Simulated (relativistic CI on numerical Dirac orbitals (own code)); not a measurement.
## Calculated levels, Os19+

These numbers are calculated, not measured: Dirac-Coulomb-Breit CI, separate exchange-only KLI orbitals for each configuration, a model potential for QED, unscaled Slater integrals (own radial code, finite nucleus).

Configurations in the expansion (outside the closed core [Ar] 3d10): 4s2 4p6 4d10 4f11, 4s2 4p6 4d10 4f10 5s, 4s2 4p6 4d10 4f9 5s2, 4s2 4p6 4d10 4f9 5s 5p, 4s2 4p6 4d10 4f10 5p, 4s2 4p6 4d10 4f9 5p2, 4s2 4p6 4d9 4f12, 4s2 4p6 4d10 4f10 5d, 4s2 4p6 4d9 4f10 5s2, 4s2 4p6 4d8 4f13, 4s2 4p6 4d10 4f10 6s, 4s2 4p6 4d9 4f11 5s, 4s2 4p5 4d10 4f12, 4s2 4p6 4d10 4f10 7s, 4s2 4p4 4d10 4f13, 4p6 4d10 4f13, 4s 4p6 4d10 4f11 5s, 4s 4p6 4d9 4f13. Levels of other configurations are missing.

The lowest level is 4s2 4p6 4d10 4f11 4I°_15/2, with 94 % of that term; Hund's rules for 4s2 4p6 4d10 4f11 give 4I° with J = 15/2, in agreement.

```tsv
No.	Configuration	Term	J	E (cm⁻¹)	%	Lifetime (s)	jj configuration (%)
1	4s2 4p6 4d10 4f11	4I°	15/2	0.0	94		4f7/2^5 (82)
2	4s2 4p6 4d10 4f11	4I°	13/2	20024.1	98	3.50e-03	4f5/2^5 4f7/2^6 (93)
3	4s2 4p6 4d10 4f11	2G°	9/2	24457.0	35		4f7/2^5 (91)
4	4s2 4p6 4d10 4f11	4I°	11/2	24842.5	47	3.36e-01	4f7/2^5 (52)
5	4s2 4p6 4d10 4f11	4S°	3/2	36056.0	40		4f7/2^5 (85)
6	4s2 4p6 4d10 4f11	4I°	9/2	37919.6	46	9.06e-03	4f5/2^5 4f7/2^6 (77)
7	4s2 4p6 4d10 4f11	4I°	11/2	44015.7	44	2.48e-03	4f5/2^4 4f7/2^7 (48)
8	4s2 4p6 4d10 4f11	4F°	7/2	48028.7	84	4.61e-03	4f5/2^5 4f7/2^6 (91)
9	4s2 4p6 4d10 4f11	4F°	5/2	49948.9	65	8.32e-02	4f5/2^5 4f7/2^6 (51)
10	4s2 4p6 4d10 4f11	4S°	3/2	51028.3	38	1.03e-02	4f5/2^5 4f7/2^6 (89)
11	4s2 4p6 4d10 4f11	4F°	9/2	57766.9	29	2.88e-03	4f5/2^5 4f7/2^6 (58)
12	4s2 4p6 4d10 4f11	2K°	15/2	59197.7	87	2.56e-03	4f5/2^5 4f7/2^6 (71)
13	4s2 4p6 4d10 4f11	2G°	7/2	60972.1	48	1.80e-02	4f7/2^5 (39)
14	4s2 4p6 4d10 4f11	4G°	11/2	61054.8	50	2.50e-03	4f5/2^5 4f7/2^6 (53)
15	4s2 4p6 4d10 4f11	4G°	9/2	65622.0	65	2.23e-03	4f5/2^5 4f7/2^6 (53)
16	4s2 4p6 4d10 4f11	2P°	1/2	69932.9	91	4.30e-03	4f5/2^5 4f7/2^6 (93)
17	4s2 4p6 4d10 4f11	4F°	3/2	72204.8	40	2.51e-03	4f5/2^4 4f7/2^7 (61)
18	4s2 4p6 4d10 4f11	2K°	13/2	73185.5	78	6.12e-03	4f5/2^5 4f7/2^6 (70)
19	4s2 4p6 4d10 4f11	2D°	5/2	75665.3	40	3.90e-03	4f7/2^5 (50)
20	4s2 4p6 4d10 4f11	4G°	5/2	77472.1	43	4.49e-03	4f5/2^5 4f7/2^6 (70)
21	4s2 4p6 4d10 4f11	4G°	7/2	80976.2	47	3.27e-03	4f5/2^4 4f7/2^7 (88)
22	4s2 4p6 4d10 4f11	2D°	5/2	84687.7	47	2.73e-03	4f5/2^4 4f7/2^7 (63)
23	4s2 4p6 4d10 4f11	4D°	7/2	86379.5	81	6.47e-03	4f5/2^5 4f7/2^6 (66)
24	4s2 4p6 4d10 4f11	2I°	11/2	86545.5	62	4.58e-03	4f5/2^5 4f7/2^6 (87)
25	4s2 4p6 4d10 4f11	2H°	9/2	89548.1	45	1.28e-03	4f5/2^3 4f7/2^8 (70)
26	4s2 4p6 4d10 4f11	2L°	17/2	89869.6	100	2.67e-02	4f5/2^5 4f7/2^6 (100)
27	4s2 4p6 4d10 4f11	4D°	3/2	94860.8	40	2.81e-03	4f5/2^5 4f7/2^6 (60)
28	4s2 4p6 4d10 4f11	2I°	13/2	96248.0	79	2.96e-03	4f5/2^4 4f7/2^7 (64)
29	4s2 4p6 4d10 4f11	2D°	3/2	98484.1	38	1.70e-03	4f5/2^4 4f7/2^7 (64)
30	4s2 4p6 4d10 4f11	2H°	9/2	104120.4	91	3.67e-03	4f5/2^5 4f7/2^6 (72)
31	4s2 4p6 4d10 4f11	2L°	15/2	109067.9	92	2.51e-03	4f5/2^4 4f7/2^7 (88)
32	4s2 4p6 4d10 4f11	4D°	1/2	110159.3	92	3.05e-03	4f5/2^4 4f7/2^7 (93)
33	4s2 4p6 4d10 4f11	4D°	5/2	110558.6	49	1.58e-03	4f5/2^4 4f7/2^7 (80)
34	4s2 4p6 4d10 4f11	2H°	11/2	114860.1	61	2.33e-03	4f5/2^4 4f7/2^7 (95)
35	4s2 4p6 4d10 4f11	2F°	7/2	116919.3	78	7.49e-04	4f5/2^4 4f7/2^7 (69)
36	4s2 4p6 4d10 4f11	2D°	3/2	129201.6	65	1.10e-03	4f5/2^3 4f7/2^8 (68)
37	4s2 4p6 4d10 4f11	2G°	7/2	139345.8	94	4.67e-03	4f5/2^5 4f7/2^6 (80)
38	4s2 4p6 4d10 4f11	2F°	5/2	142876.7	72	8.38e-04	4f5/2^3 4f7/2^8 (73)
39	4s2 4p6 4d10 4f11	2G°	9/2	152343.6	93	1.85e-03	4f5/2^4 4f7/2^7 (68)
40	4s2 4p6 4d10 4f10 5s	6I	17/2	159007.1	88	1.10e-02	4f7/2^4 5s (67)
41	4s2 4p6 4d10 4f10 5s	6I	15/2	171312.6	73	5.25e-03	4f5/2^5 4f7/2^5 5s (49)
42	4s2 4p6 4d10 4f10 5s	6I	13/2	183835.8	86	1.88e-03	4f5/2^5 4f7/2^5 5s (57)
43	4s2 4p6 4d10 4f10 5s	4I	15/2	188269.0	65	2.04e-03	4f5/2^5 4f7/2^5 5s (52)
44	4s2 4p6 4d10 4f10 5s	6I	11/2	191033.6	69	7.42e-04	4f5/2^4 4f7/2^6 5s (37)
45	4s2 4p6 4d10 4f11	2F°	5/2	191526.0	98	7.85e-04	4f5/2^5 4f7/2^6 (80)
46	4s2 4p6 4d10 4f10 5s	6F	11/2	196248.0	55	1.73e-04	4f7/2^4 5s (49)
47	4s2 4p6 4d10 4f10 5s	6I	9/2	196797.8	69	8.66e-04	4f5/2^5 4f7/2^5 5s (32)
48	4s2 4p6 4d10 4f10 5s	6I	7/2	202234.7	76	5.89e-04	4f5/2^4 4f7/2^6 5s (35)
49	4s2 4p6 4d10 4f10 5s	4I	13/2	203403.6	65	3.05e-04	4f5/2^5 4f7/2^5 5s (58)
50	4s2 4p6 4d10 4f10 5s	6S	5/2	203613.7	43	2.36e-04	4f7/2^4 5s (66)
51	4s2 4p6 4d10 4f10 5s	6F	9/2	205467.9	71	2.22e-04	4f5/2^5 4f7/2^5 5s (43)
52	4s2 4p6 4d10 4f11	2F°	7/2	205484.4	95	7.71e-04	4f5/2^4 4f7/2^7 (83)
53	4s2 4p6 4d10 4f10 5s	4K	17/2	210115.7	60	9.01e-04	4f5/2^5 4f7/2^5 5s (49)
54	4s2 4p6 4d10 4f10 5s	6F	3/2	210296.2	29	3.14e-04	4f7/2^4 5s (74)
55	4s2 4p6 4d10 4f10 5s	6F	7/2	212502.4	81	1.95e-04	4f5/2^5 4f7/2^5 5s (62)
56	4s2 4p6 4d10 4f10 5s	4I	11/2	213853.2	50	1.85e-04	4f5/2^5 4f7/2^5 5s (52)
57	4s2 4p6 4d10 4f10 5s	6G	13/2	214118.3	71	8.15e-04	4f5/2^5 4f7/2^5 5s (49)
58	4s2 4p6 4d10 4f10 5s	6F	5/2	214258.9	43	3.94e-04	4f5/2^5 4f7/2^5 5s (57)
59	4s2 4p6 4d10 4f10 5s	4F	9/2	214836.3	32	1.05e-04	4f7/2^4 5s (63)
60	4s2 4p6 4d10 4f10 5s	4K	15/2	216612.6	40	4.99e-04	4f5/2^5 4f7/2^5 5s (65)
61	4s2 4p6 4d10 4f10 5s	6F	1/2	219087.2	65	1.98e-04	4f5/2^5 4f7/2^5 5s (76)
62	4s2 4p6 4d10 4f10 5s	4I	9/2	220787.7	53	1.07e-04	4f5/2^5 4f7/2^5 5s (49)
63	4s2 4p6 4d10 4f10 5s	6G	11/2	220791.9	55	9.98e-04	4f5/2^5 4f7/2^5 5s (66)
64	4s2 4p6 4d10 4f10 5s	6G	9/2	225801.3	37	3.75e-05	4f5/2^5 4f7/2^5 5s (50)
65	4s2 4p6 4d10 4f10 5s	4H	11/2	226092.9	27	2.29e-04	4f7/2^4 5s (36)
66	4s2 4p6 4d10 4f10 5s	6F	3/2	226130.6	37	2.61e-04	4f5/2^5 4f7/2^5 5s (41)
67	4s2 4p6 4d10 4f10 5s	4L	19/2	226500.8	87	1.71e-03	4f5/2^5 4f7/2^5 5s (97)
68	4s2 4p6 4d10 4f10 5s	6G	7/2	227216.0	45	9.75e-05	4f5/2^5 4f7/2^5 5s (51)
69	4s2 4p6 4d10 4f10 5s	6F	5/2	227801.6	28	5.33e-05	4f5/2^5 4f7/2^5 5s (48)
70	4s2 4p6 4d10 4f10 5s	4K	13/2	229008.5	62	6.08e-04	4f5/2^5 4f7/2^5 5s (53)
```

Energies count from the lowest computed level; ° marks odd parity; lifetimes are radiative, by E1, M1, E2, M2 decay to levels of this space only; some are left blank where a channel outside the calculation adds to the decay or the decay crosses a small, uncertain gap. Filled j subshells are mostly left out of the jj labels.

The mean weight of the leading LS term, summed over parents, in these 70 levels is 62 %, and that of the leading jj configuration (from the same eigenvectors) 65 %.

At this charge transitions that keep the count of f electrons are usually good to a few per cent. Terms inside the open d or f shell come out 10 to 20 % too wide with unscaled integrals. Levels that differ in their count of f electrons can be misplaced by several ten thousand cm⁻¹, since the correlation energy of f electrons is missing or only estimated; rates across such gaps can be off by orders of magnitude.

LS names give the leading component of a level, which can be under half, so a name can repeat, a term be missing and a line seem to break the LS rules.
